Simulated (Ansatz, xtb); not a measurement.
## C5H5GeNO: which of two isomers lies lower

Structure X: `N#CCC1=[CH][GeH2][C]1=O`, a singlet. Structure Y: `N#Cc1cc[c]([GeH3])o1`, a singlet. Both are isolated molecules in the gas phase, relaxed with B3LYP/def2-SVP; the shapes shown needn't be the lowest conformers.

X (Å):

```yaml
atoms:
  - { symbol: C, position_ang: [-3.7659, 1.4045, 0.7523] }
  - { symbol: C, position_ang: [-2.5531, 1.1579, 1.5308] }
  - { symbol: C, position_ang: [-1.3071, 1.0093, 0.6926] }
  - { symbol: C, position_ang: [-1.1032, 1.0619, -0.6455] }
  - { symbol: C, position_ang: [0.0373, 0.7508, 1.3145] }
  - { symbol: Ge, position_ang: [0.8498, 0.7406, -0.5833] }
  - { symbol: N, position_ang: [-4.7119, 1.5989, 0.1126] }
  - { symbol: O, position_ang: [0.3283, 0.6293, 2.4707] }
  - { symbol: H, position_ang: [-2.4085, 1.9791, 2.2552] }
  - { symbol: H, position_ang: [-2.6893, 0.2497, 2.1446] }
  - { symbol: H, position_ang: [-1.8757, 1.2351, -1.3985] }
  - { symbol: H, position_ang: [1.3456, -0.5833, -1.2057] }
  - { symbol: H, position_ang: [1.7500, 1.9074, -1.0461] }
```

Y (Å):

```xyz
13

C    -2.1513    1.0492   -1.6199
C    -1.1731    0.1025   -1.2173
C    -0.9234   -1.1884   -1.6215
C     0.1930   -1.6269   -0.8519
C     0.5519   -0.5812   -0.0309
Ge    1.9565   -0.3622    1.3102
N    -2.9599    1.8097   -1.9635
O    -0.2821    0.4722   -0.2551
H    -1.4775   -1.7417   -2.3760
H     0.6756   -2.6010   -0.8983
H     2.8858    0.7931    0.8985
H     2.7305   -1.6905    1.3568
H     1.3191   -0.0572    2.6768
```

Task: Estimate E(Y) − E(X) at the level CCSD(T)/def2-SVP + ΔMP2/def2-TZVPP.

Result: Calculated at CCSD(T)/def2-SVP + ΔMP2/def2-TZVPP: E(Y) − E(X) = −0.445 eV, so structure Y lies lower.

The same difference at several levels:

```json
{"level": "B3LYP/def2-SVP", "geometry": "B3LYP/def2-SVP", "E(Y) − E(X) (eV)": "−0.651", "departure from the last row (eV)": "−0.207", "job, with rough time for the two": "optimisation, 2.2 min"}
{"level": "HF/def2-SVP", "geometry": "B3LYP/def2-SVP", "E(Y) − E(X) (eV)": "−0.428", "departure from the last row (eV)": "+0.017", "job, with rough time for the two": "part of the CCSD(T) run"}
{"level": "MP2/def2-SVP", "geometry": "B3LYP/def2-SVP", "E(Y) − E(X) (eV)": "−0.684", "departure from the last row (eV)": "−0.239", "job, with rough time for the two": "part of the CCSD(T) run"}
{"level": "CCSD(T)/def2-SVP", "geometry": "B3LYP/def2-SVP", "E(Y) − E(X) (eV)": "−0.532", "departure from the last row (eV)": "−0.087", "job, with rough time for the two": "single point"}
{"level": "CCSD(T)/def2-SVP + ΔMP2/def2-TZVPP", "geometry": "B3LYP/def2-SVP", "E(Y) − E(X) (eV)": "−0.445", "departure from the last row (eV)": "", "job, with rough time for the two": "single point, 2.6 min"}
```

As drawn, Y has 3 C∷C, 2 C∷O, 1 Ge–H in place of 2 C–C, 1 C=C, 1 C–Ge, 1 C=O, 1 C–H (∷ is an aromatic bond). Structure X has a 4-membered ring, Y a 5-membered ring (with an aromatic ring).

The levels shown agree on the order. The largest departure from CCSD(T)/def2-SVP + ΔMP2/def2-TZVPP is that of MP2/def2-SVP, 0.239 eV. Levels run at GFN2-xTB geometries aren't shown. The last row adds to CCSD(T) the change of the MP2 difference between the two basis sets, here +0.087 eV.

With thermal terms from frequencies at re-optimised GFN2-xTB minima (ideal gas, soft modes damped towards free rotors, one conformer each, 298.15 K, 1 atm): on the last row, ΔE + ΔZPE = −0.430, ΔH = −0.446, ΔG = −0.419 eV.

The correlated steps freeze 16 core orbitals; the filled d shell of Ge is correlated, in a basis made for valence electrons. Run with Ansatz 0.2.0, xtb 6.7.1; the last row on 4 threads of Arm Neoverse V1 on a shared host.
